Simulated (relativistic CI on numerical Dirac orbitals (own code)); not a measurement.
# Crystal-field levels of Ni3+, 3d7

Calculated by Dirac-Coulomb-Breit CI, orbitals from a KLI potential per configuration, model QED (radiative potential, 1s self-energy scaled to tabulated hydrogen-like ionisation energies), valence Slater integrals scaled by 0.9, one configuration in a parametric crystal field (own radial code). With so little scaling, terms lie 10 to 35 % too far apart, which can change the order of excited levels.

Field parameters in Wybourne normalisation: D4h B²₀ = −7Ds, B⁴₀ = 21(Dq − Dt), B⁴₄ = 21√(5/14) Dq. The field is a parameter set, without covalency.

S and J are read from ⟨S²⟩ = S(S + 1) and ⟨J²⟩ = J(J + 1) of each level; they are not fictitious spins.

D4h, 10Dq = 24400, Ds = -1500, Dt = -500 cm⁻¹, the lowest 16 levels:

```csv
E (cm⁻¹),Degeneracy,Irrep,S,J
0.0,2,Γ7,0.52,3.98
6666,2,Γ6,1.45,4.02
7116,2,Γ6,1.50,3.74
7469,2,Γ7,1.50,3.47
7779,2,Γ6,0.93,3.89
7966,2,Γ7,1.49,2.92
9096,2,Γ7,1.50,3.24
9667,2,Γ6,1.28,3.43
23323,2,Γ7,0.52,3.90
26801,2,Γ7,0.50,4.49
26904,2,Γ6,0.51,4.57
29615,2,Γ6,0.72,4.48
30260,2,Γ6,1.10,3.67
30407,2,Γ7,1.19,3.46
30793,2,Γ6,1.40,3.74
31146,2,Γ7,1.49,3.26
```

Principal g values of the ground doublet: 2.08, 2.08, 2.24.

D4h, 10Dq = 24400, Ds = 3000, Dt = -500 cm⁻¹, the lowest 16 levels:

```tsv
E (cm⁻¹)	Degeneracy	Irrep	S	J
0.0	2	Γ6	0.77	3.88
1477	2	Γ7	1.50	3.42
1804	2	Γ6	1.34	3.64
8982	2	Γ7	0.60	3.93
11563	2	Γ6	1.50	3.90
11876	2	Γ6	1.50	3.58
12202	2	Γ7	1.49	3.27
12636	2	Γ7	1.45	3.15
21574	2	Γ6	0.51	4.64
27111	2	Γ7	0.58	3.97
28026	2	Γ6	0.58	3.87
28099	2	Γ7	0.55	3.59
30153	2	Γ6	0.78	2.90
31068	2	Γ6	1.45	3.44
31220	2	Γ7	1.48	3.35
31293	2	Γ6	1.35	3.44
```

Principal g values of the ground doublet: 2.01, 2.58, 2.58.

D4h, 10Dq = 24400, Ds = 2590, Dt = -500 cm⁻¹, the lowest 16 levels:

```tsv
E (cm⁻¹)	Degeneracy	Irrep	S	J
0.0	2	Γ6	0.78	3.88
1468	2	Γ7	1.50	3.43
1791	2	Γ6	1.34	3.66
7484	2	Γ7	0.59	3.94
10450	2	Γ6	1.50	3.90
10770	2	Γ6	1.50	3.57
11099	2	Γ7	1.49	3.26
11517	2	Γ7	1.46	3.11
21601	2	Γ6	0.51	4.64
26886	2	Γ7	0.59	3.90
27857	2	Γ7	0.55	3.73
27950	2	Γ6	0.60	3.88
30049	2	Γ6	0.94	3.05
30659	2	Γ6	1.42	3.46
30816	2	Γ7	1.47	3.39
30929	2	Γ6	1.25	3.41
```

Principal g values of the ground doublet: 2.01, 2.58, 2.58.

D4h, 10Dq = 24400, Ds = 2180, Dt = -500 cm⁻¹, the lowest 16 levels:

```
E (cm⁻¹)  Degeneracy  Irrep     S     J
     0.0           2     Γ6  0.78  3.88
    1456           2     Γ7  1.50  3.44
    1776           2     Γ6  1.34  3.67
    5975           2     Γ7  0.57  3.95
    9331           2     Γ6  1.50  3.90
    9658           2     Γ6  1.50  3.56
    9988           2     Γ7  1.49  3.25
   10393           2     Γ7  1.47  3.08
   21629           2     Γ6  0.51  4.64
   26368           2     Γ7  0.58  3.83
   27613           2     Γ7  0.56  3.87
   27800           2     Γ6  0.62  3.89
   29815           2     Γ6  1.22  3.33
   30202           2     Γ6  1.38  3.48
   30343           2     Γ7  1.46  3.42
   30485           2     Γ7  1.45  3.40
```

Principal g values of the ground doublet: 2.02, 2.58, 2.58.

D4h, 10Dq = 24400, Ds = 1770, Dt = -500 cm⁻¹, the lowest 10 levels:

```
E (cm⁻¹)  Degeneracy  Irrep     S     J
     0.0           2     Γ6  0.78  3.88
    1443           2     Γ7  1.50  3.45
    1756           2     Γ6  1.34  3.70
    4459           2     Γ7  0.56  3.96
    8209           2     Γ6  1.50  3.90
    8542           2     Γ6  1.50  3.55
    8871           2     Γ7  1.50  3.24
    9266           2     Γ7  1.47  3.05
   21659           2     Γ6  0.51  4.64
   25582           2     Γ7  0.57  3.80
```

Principal g values of the ground doublet: 2.02, 2.58, 2.58.

The free-ion ground term has S = 3/2. The field overcomes the spin-pairing energy for D4h, 10Dq = 24400, Ds = -1500, Dt = -500 cm⁻¹; D4h, 10Dq = 24400, Ds = 3000, Dt = -500 cm⁻¹; D4h, 10Dq = 24400, Ds = 2590, Dt = -500 cm⁻¹; D4h, 10Dq = 24400, Ds = 2180, Dt = -500 cm⁻¹; D4h, 10Dq = 24400, Ds = 1770, Dt = -500 cm⁻¹, where the ground state has lower spin; these fields are assumed values.

Levels of this model without a field, named by their leading LS term: 4F_9/2 0, 4F_7/2 1156, 4F_5/2 1991, 4F_3/2 2559, 2G_9/2 19968, 4P_5/2 20021, 4P_3/2 20327, 4P_1/2 20853 cm⁻¹.
